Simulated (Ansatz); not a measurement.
## One arrangement of a pair

The pair of H$_{2}$ (SMILES [H][H], atoms 1–2) and CH$_{3}$F (SMILES CF, atoms 3–7), both closed shells, in one local arrangement (a lower one may exist), relaxed at PBE0-D4/def2-TZVP:

```json
{"atom": "H1", "x (Å)": "-0.0953", "y (Å)": "0.0329", "z (Å)": "-2.1627"}
{"atom": "H2", "x (Å)": "-0.0140", "y (Å)": "0.5614", "z (Å)": "-2.6843"}
{"atom": "C3", "x (Å)": "0.0332", "y (Å)": "-0.0720", "z (Å)": "1.0087"}
{"atom": "F4", "x (Å)": "-0.2175", "y (Å)": "-1.1130", "z (Å)": "0.1417"}
{"atom": "H5", "x (Å)": "0.1636", "y (Å)": "0.8469", "z (Å)": "0.4326"}
{"atom": "H6", "x (Å)": "0.9427", "y (Å)": "-0.2900", "z (Å)": "1.5726"}
{"atom": "H7", "x (Å)": "-0.8126", "y (Å)": "0.0337", "z (Å)": "1.6914"}
```

Program: Ansatz 0.2.0. Basis: def2-TZVPPD, with def2-QZVPPD for the basis limit. Cores are frozen in the correlated methods. B3LYP uses VWN-RPA correlation. Extrapolation: Hartree–Fock as exp(−7.88 √X), correlation as X^−2.97. Interaction energies count from these two fragments, frozen as in the pair, with the counterpoise correction; negative means bound.

Q: What is the interaction energy by CCSD(T) at an estimated basis limit (MP2 extrapolated from triple and quadruple zeta, plus CCSD(T) − MP2 in triple zeta)? (An estimate is asked for; the value comes from the calculation.)

A: By the calculation: -2.5 kJ/mol. Hartree–Fock alone gives 0.1 kJ/mol at the basis limit, so without correlation the pair would not bind at this distance. It counts from the two fragments frozen as in the pair.

The same quantity by other methods in triple zeta, and each one's difference from that estimate:
```tsv
method	E_int (kJ/mol)	difference
PBE-D4	-3.2	-0.7
revPBE-D4	-2.2	0.2
BLYP-D4	-1.7	0.8
r2SCAN-D4	-1.9	0.6
B97M-V	-2.5	0.0
PBE0-D4	-2.8	-0.3
B3LYP-D4	-2.1	0.3
HSE06-D4	-2.8	-0.3
wB97X-V	-2.6	-0.1
wB97M-V	-2.3	0.2
B2PLYP	-1.3	1.1
HF	0.1	2.6
MP2	-2.0	0.5
CCSD	-1.9	0.6
CCSD(T)	-2.2	0.3
```
Differences are method less estimate.

Q: Which atoms make the shortest contact between the fragments?

A: H1 and F4, 2.58 Å apart.

Basis-set superposition shift (counterpoise-corrected less uncorrected): CCSD(T) 0.5; MP2 0.5; HF 0.1; PBE0-D4 0.1; wB97M-V 0.1 kJ/mol.

T1 diagnostic: at most 0.011.

For scale, one of the runs: CCSD(T)/def2-TZVPPD, 162 basis functions, launched by `ansatz run in.yaml --threads 2 --pin off --events-out ev --progress --plain --max-ram 5222MiB`. Time: 13 s of wall clock on 2 CPU threads; the host was shared. Peak host memory: 1.3 GiB.
